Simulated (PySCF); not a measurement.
# Do core-level shifts follow atomic charges?

Species: 2-methylpyrimidine, C₅H₆N₂.
Structure used (GFN2-xTB), in Å, numbered top down from 1:
```xyz
13
C5H6N2 angstrom
C      2.1922   -0.1989    0.1163
C      0.7103   -0.0661    0.0213
N      0.2122    1.1540   -0.1431
C     -1.1023    1.2713   -0.2056
C     -1.9491    0.1767   -0.1074
C     -1.3274   -1.0522    0.0604
N     -0.0134   -1.1750    0.1227
H      2.5016   -1.1744   -0.2467
H      2.6734    0.5953   -0.4465
H      2.4901   -0.1100    1.1604
H     -1.4799    2.2777   -0.3384
H     -3.0207    0.2745   -0.1599
H     -1.8916   -1.9725    0.1489
```

Binding energies: PySCF 2.14.0, delta-SCF UKS SCAN, pcX-2 on the ionised atom, pcseg-1 elsewhere, spin-free X2C. Charges: PBE0/pcSseg-1 ground-state density, for the ionised atom.

```
atom                          environment  C 1s (eV)  Mulliken (e)  IAO (e)  Hirshfeld (e)  ESP (e)
  C1                 benzylic-type carbon     290.64        -0.154   -0.440         -0.125   -0.695
  C5                   aromatic CH carbon     290.73        -0.227   -0.224         -0.063   -0.837
  C4  aromatic CH next to a ring nitrogen     291.79        +0.172   +0.019         +0.032   +0.647
  C2          substituted aromatic carbon     292.30        +0.173   +0.270         +0.134   +1.163
```

Question: Give the correlation coefficient and slope of binding energy on charge for each scheme.

Answer: ESP: r = 0.99, slope 0.8 eV per e; Hirshfeld: r = 0.98, slope 7.0 eV per e; IAO: r = 0.97, slope 2.6 eV per e; Mulliken: r = 0.95, slope 3.7 eV per e. On 4 points no scheme stands out.

Question: The point-charge model writes a binding energy as kq + V + constant, with V the potential of the other atoms' charges at the site. What does it give with the IAO charges?

Answer: V = Σ 14.40 eV Å × q/r over all other atoms: +6.27 eV at C1, +2.42 eV at C5, -1.63 eV at C4, -6.56 eV at C2. Fitting binding energy − V to q gives k = 20.5 eV per e and leaves an rms residual of 0.20 eV, against 0.18 eV for the fit on q alone. The model has no term for differences in relaxation between sites.

Geometry: GFN2-xTB; no solvent, vibrations or thermal averaging.
